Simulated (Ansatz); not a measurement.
`O=CBCl` + HCl → `ClBCl` + `C=O` at 600 K and 1 bar (ligand exchange at a B–C bond).

Program: Ansatz. Geometries: PBE0-D4/def2-TZVP. ΔE: electronic, gas phase. CCSD(T)/CBS adds triple-zeta CCSD(T) − MP2 to the extrapolated MP2 energy (def2 sets, frozen cores). This one scheme is used for every species. Each species was taken in one conformer, which may not be the lowest.

| species | CCSD(T)/CBS energy (Eh) | H − E (kJ/mol) | S (J/(mol·K)) |
| --- | --- | --- | --- |
| `O=CBCl` | -598.99716 | 122.9 | 359.3 |
| HCl | -460.38127 | 35.4 | 207.2 |
| `ClBCl` | -945.02167 | 68.4 | 308.2 |
| `C=O` | -114.39408 | 92.5 | 246.7 |

H − E and S are ideal-gas, rigid-rotor, harmonic terms from PBE0-D4/def2-TZVP, for one conformer and one mirror image of each species. 1 Eh = 2625.50 kJ/mol, R = 8.31446 J/(mol·K).

By hand: ΔE, ΔH, ΔS and ΔG.

ΔE = (-945.02167) + (-114.39408) − (-598.99716) − (-460.38127) = -0.03732 Eh = -98.0 kJ/mol. Δ(H − E) = 68.4 + 92.5 − 122.9 − 35.4 = 2.6, so ΔH = -95.4 kJ/mol. ΔS = 308.2 + 246.7 − 359.3 − 207.2 = -11.6 J/(mol·K). ΔG = -95.4 − 600 × (-11.6)/1000 = -88.4 kJ/mol.

By hand: the equilibrium constant, and the temperature at which ΔG would vanish if ΔH and ΔS stayed fixed.

log₁₀ K = −ΔG/(RT ln 10) = 7.7. ΔG = 0 at ΔH/ΔS = 8224 K, far beyond where these terms or the molecules hold.

The number of gas molecules stays the same, so ΔS is small and ΔH decides. A doubt of 5 kJ/mol in ΔE shifts log₁₀ K by 0.4 here. Other conformers and mirror images would add mixing entropy, several J/(mol·K) or more a flexible species. Modes under 60 cm⁻¹, often nearly free rotors, make the harmonic entropy too high. These are equilibria of isolated gas molecules and say nothing of rates. Largest T1 diagnostic: 0.016 (customary marks: 0.02 for closed shells, 0.045 for open ones).
